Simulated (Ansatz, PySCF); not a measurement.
Reaction (SMILES): [NH][SiH2][SiH2]N → N[SiH2][N][SiH3]
Structures are relaxed separately at B3LYP-D3(BJ)/def2-TZVP in Ansatz (a program for electronic structure), one conformer each, not searched for the lowest. Frequencies are from Ansatz or PySCF.

Property: isomerisation energy (0 K, with B3LYP-D3(BJ) harmonic zero-point energies), in kJ/mol. Cores are frozen in the correlated levels unless marked. Open shells are spin-unrestricted. Spin-orbit coupling is left out. Non-relativistic. CBS(X,Y): correlation extrapolated as X^-3; Hartree-Fock from the larger set.

| level | program | isomerisation energy (kJ/mol) |
|---|---|---|
| HF/STO-3G | Ansatz | -50.6 |
| HF/cc-pVTZ | Ansatz | -97.0 |
| PBE0/def2-QZVPP | Ansatz | -66.6 |
| r2SCAN0/def2-TZVPD | Ansatz | -77.6 |
| CAM-B3LYP/def2-TZVPD | Ansatz | -86.5 |
| wB97X-V/def2-TZVPD | Ansatz | -79.2 |
| MP2/cc-pV(Q+d)Z | Ansatz | -89.1 |
| SCS-MP2/6-31G* | Ansatz | -89.1 |
| SCS-MP2/cc-pV(D+d)Z | Ansatz | -88.3 |
| SCS-MP2/cc-pV(Q+d)Z | Ansatz | -92.3 |
| CCSD/6-31G | Ansatz | -50.3 |
| CCSD/CBS(cc-pV(T+d)Z,cc-pV(Q+d)Z) | Ansatz | -85.0 |
| CCSD(T)/cc-pV(D+d)Z | Ansatz | -77.6 |
| CCSD(T)/cc-pVTZ | Ansatz | -75.3 |
| CCSD(T)/CBS(cc-pV(T+d)Z,cc-pV(Q+d)Z) | Ansatz | -80.7 |
